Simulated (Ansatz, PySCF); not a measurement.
SnCl₂, SMILES [Sn]([Cl])[Cl] (connectivity only; charge and spin as stated), neutral, multiplicity 1. Atoms are numbered in the order given.

```xyz
3

Sn     0.0000     0.0000     0.6276
Cl     0.0000    -1.7882    -0.9169
Cl     0.0000     1.7882    -0.9169
```

Geometry optimised at PBE0-D3(BJ)/def2-TZVP. The isomer is the one that the SMILES or the coordinates give; other isomers of the formula were not compared. The def2 effective core potentials stand for the cores of Sn; spin–orbit coupling is left out.

Two levels are set side by side: PBE-D3(BJ)/def2-TZVP (Ansatz, a quantum-chemistry and plane-wave program) and PBE0-D3(BJ)/def2-TZVP (Ansatz). Each level has its own optimised geometry; the coordinates shown are those of the second. Frequencies come from the Hessian of PySCF at each geometry. Differences are taken from unrounded values.

```
quantity                            PBE0-D3(BJ)  PBE-D3(BJ)  PBE-D3(BJ) minus PBE0-D3(BJ)
----------------------------------  -----------  ----------  ----------------------------
mean bond length (Å)                      2.363       2.389                         0.026
bond Sn1–Cl2 (Å)                          2.363       2.389                         0.026
bond Sn1–Cl3 (Å)                          2.363       2.389                         0.026
highest harmonic wavenumber (cm⁻¹)          358         341                           -17
mean harmonic wavenumber (cm⁻¹)             273         260                           -14
zero-point energy (kcal/mol)               1.17        1.11                         -0.06
```

Exact exchange shortens and stiffens bonds; PBE has none. Differences between two approximate levels are no errors against the true value.
